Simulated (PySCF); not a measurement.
## Correlation energy of Mn (manganese, neutral)

[Ar] 3d5 4s1 4p1, high-spin 8P determinant (an excited configuration). Computed with PySCF 2.14 in aug-cc-pVDZ-DK, with the spin-free X2C one-electron Hamiltonian (Gaussian nucleus). Frozen: [Ar]; 7 electrons correlated.

```csv
level,correlation energy (mhartree)
CCSD,-83.73
(T),-1.24
CCSD(T),-84.97
```

Diagnostics: T1 = 0.012, D1 = 0.0276, largest double amplitude 0.029.

Problem. Is a single reference adequate?

Solution. Yes: T1 lies below 0.03 and no double amplitude reaches 0.07.
